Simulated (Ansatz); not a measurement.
Molecule: sum formula PNH, net charge 1, singlet state. It need not be the lowest isomer of its formula. 
Coordinates optimised at B3LYP-D3(BJ)/def2-TZVP (Ansatz, a first-principles code):
SMILES: [NH+]#P
```xyz
3

N      0.0000     0.0000    -0.9047
P      0.0000     0.0000     0.5502
H      0.0000     0.0000    -1.9194
```
Charge +1, spin multiplicity 1.

Wanted: vertical ionisation energy (to the doublet state of charge +2; each state is the SCF solution reached for its spin; for the singlet the Hartree-Fock reference is unstable and T1 is 0.019), in eV. Cores are frozen in the correlated levels unless marked. Open shells are spin-unrestricted. Spin-orbit coupling is left out. No relativistic terms. CBS(X,Y): correlation extrapolated as X^-3; Hartree-Fock from the larger set.

CCSD(T)/CBS(aug-cc-pV(T+d)Z,aug-cc-pV(Q+d)Z) (Ansatz) gives 20.76 eV.

Q: Another calculation gave 20.50 eV. Which level was it?
(A) SVWN5/def2-TZVPD (Ansatz)
(B) BHLYP/def2-TZVPD (Ansatz)
(C) PBE0/def2-TZVPD (Ansatz)
(D) PBE/def2-TZVPD (Ansatz)

A: C, PBE0/def2-TZVPD (Ansatz). The others give 20.70 (PBE), 20.14 (BHLYP), 21.03 (SVWN5) eV.
